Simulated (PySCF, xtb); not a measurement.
ClHOTe, SMILES O[Te]Cl. Other conformers were not sampled.

Harmonic wavenumbers (cm⁻¹) from GFN2-xTB (xtb 6.7.1) at its own minimum, in rising order: 163, 318, 363, 543, 932, 3593.

Problem. What does PySCF 2.14.0 with B3LYP-D3(BJ)/def2-TZVP give at its own minimum? (An estimate is asked for; the answer gives what the named calculation found.)

Solution. 167, 353, 435, 617, 1010, 3784. Paired by order, the mean absolute difference is 76 cm⁻¹ and the zero-point energies are 8.5 and 9.1 kcal/mol.
